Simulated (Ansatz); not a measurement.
A structure relaxed at PBE0-D4/def2-TZVP, charge 0, multiplicity 1:

```xyz
11

N     0.064    1.932    0.025
Si    0.996    0.684   -0.738
Al   -0.034   -1.454   -0.155
N    -1.223   -1.562    1.141
F     0.332   -2.850   -0.965
H    -0.933    1.952   -0.122
H     0.430    2.872    0.040
H     2.375    0.780   -0.179
H     1.162    0.825   -2.220
H    -1.705   -2.395    1.438
H    -1.463   -0.784    1.735
```

Question: Give its formula and SMILES.

Answer: AlFH6N2Si, `N[SiH2][Al]([NH2])[F]`.

Question: Summarise the bond lengths by kind.

Answer: 1 × N–Si 1.734 Å; 4 × H–N 1.007 to 1.009 Å; 1 × Al–Si 2.443 Å; 2 × H–Si 1.491 to 1.498 Å; 1 × Al–N 1.762 Å; 1 × Al–F 1.656 Å.

Results of the Gaussian-basis code of Ansatz.
